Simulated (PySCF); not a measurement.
Ge(OMe)(SiH3) (CH6GeOSi), SMILES [O](C)[Ge][SiH3] (connectivity only; charge and spin as stated), neutral, multiplicity 1.

Coordinates come from a B3LYP-D3(BJ)/def2-SVP optimisation. The structure was generated by enumeration; whether it is a known compound was not checked. Other conformers were not sampled.

Two levels are set side by side: TDDFT-PBE/def2-SVPD (PySCF) and TDDFT-PBE0/def2-SVPD (PySCF). Vertical, same geometry. The lowest singlet is HOMO→LUMO 100 % with PBE and HOMO→LUMO 100 % with the other functional; states are paired by order. Differences are taken from unrounded values.

```json
[
 {"quantity": "lowest singlet excitation (eV)", "TDDFT-PBE0": "2.39"},
 {"quantity": "lowest triplet excitation (TDA) (eV)", "TDDFT-PBE0": "1.58"},
 {"quantity": "first bright state (f over 0.05) (eV)", "TDDFT-PBE0": "5.21"},
 {"quantity": "its oscillator strength", "TDDFT-PBE0": "0.07"}
]
```

What does TDDFT-PBE give, and how far is it from TDDFT-PBE0? (Estimate from the structure and the level; the computed values follow.)


```tsv
quantity	TDDFT-PBE	TDDFT-PBE minus TDDFT-PBE0
lowest singlet excitation (eV)	2.33	-0.06
lowest triplet excitation (TDA) (eV)	1.63	0.05
first bright state (f over 0.05) (eV)	5.69	0.47
its oscillator strength	0.38	0.31
```

Rough cost on one machine, each run with all the roots and properties that it gave: TDDFT-PBE0 against TDDFT-PBE about 4 times.
